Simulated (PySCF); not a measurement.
Species: C10H14.
SMILES: `C#C[C@@H]1C[C@H]2CC[C@@H]1CC2`

Theory: PBE0-D3(BJ)/def2-SVP geometry optimisation, gas phase (PySCF 2.14.0).

Masses are those of the commonest isotopes; rigid-rotor values at the optimised geometry. 

Question: Give the principal moments of inertia and the rotational constants in cm⁻¹.

Answer: Ia = 212.74, Ib = 465.86, Ic = 469.53 u·Å²; 505379 MHz·u·Å²/I gives 2376, 1085 and 1076 MHz, that is A = 0.07924, B = 0.03619, C = 0.03590 cm⁻¹.

Question: Classify the top.

Answer: A near-prolate asymmetric top. Ray's parameter κ = (2B − A − C)/(A − C) = -0.987; −1 is the prolate and +1 the oblate limit.

Question: What does the inertial defect say?

Answer: Not planar: Δ = Ic − Ia − Ib = -209.07 u·Å². For a rigid frame Δ = −2 Σ m c², so Σ m c² = 104.53 u·Å² lies off the ab plane: 28.42 from hydrogen and 76.11 from heavier atoms. The atom farthest from that plane is 2.09 Å away.

Question: Where do the levels up to J = 5 lie, in K?

Answer: Above 0(0,0), as E/k:
J = 1: 1(0,1) 0.104, 1(1,1) 0.166, 1(1,0) 0.166
J = 2: 2(0,2) 0.311, 2(1,2) 0.373, 2(1,1) 0.374, 2(2,1) 0.560, 2(2,0) 0.560
J = 3: 3(0,3) 0.622, 3(1,3) 0.683, 3(1,2) 0.686, 3(2,2) 0.871, 3(2,1) 0.871, 3(3,1) 1.182, 3(3,0) 1.182
J = 4: 4(0,4) 1.037, 4(1,4) 1.097, 4(1,3) 1.101, 4(2,3) 1.286, 4(2,2) 1.286, 4(3,2) 1.597, 4(3,1) 1.597, 4(4,1) 2.032, 4(4,0) 2.032
J = 5: 5(0,5) 1.556, 5(1,5) 1.615, 5(1,4) 1.621, 5(2,4) 1.804, 5(2,3) 1.804, 5(3,3) 2.115, 5(3,2) 2.115, 5(4,2) 2.550, 5(4,1) 2.550, 5(5,1) 3.110, 5(5,0) 3.110
Those of J = 1 are B + C, A + C and A + B.

Question: Predict some low-J microwave lines.

Answer: The dipole components are |μa| = 0.84 D, |μb| = 0.01 D, |μc| = 0.08 D. The squared components, which scale the intensities, stand as 1.00 : 0.00 : 0.01 (a : b : c). Some lines, for components of 0.1 D or more:

```json
{"type": "a", "branch": "R", "J(Ka,Kc)": "1(0,1) ← 0(0,0)", "MHz": "2161", "lower level (cm⁻¹)": "0.000"}
{"type": "a", "branch": "R", "J(Ka,Kc)": "2(1,2) ← 1(1,1)", "MHz": "4314", "lower level (cm⁻¹)": "0.115"}
{"type": "a", "branch": "R", "J(Ka,Kc)": "2(0,2) ← 1(0,1)", "MHz": "4322", "lower level (cm⁻¹)": "0.072"}
{"type": "a", "branch": "R", "J(Ka,Kc)": "2(1,1) ← 1(1,0)", "MHz": "4331", "lower level (cm⁻¹)": "0.115"}
```

Question: Estimate the classical rotational partition function at 10 K, 100 K and 200 K.

Answer: Point group C1, symmetry number σ = 1; q = (√π/σ)·√((kT/h)³/(ABC)), k/h = 20836.6 MHz/K: 3200 at 10 K, 101000 at 100 K, 286000 at 200 K.

Stationary, but not proved a minimum. Zero-point vibration and centrifugal distortion are left out.

Time: 2.1 min. Hardware: one thread of an Arm Neoverse V1, shared host. That covers the optimisation of the geometry.
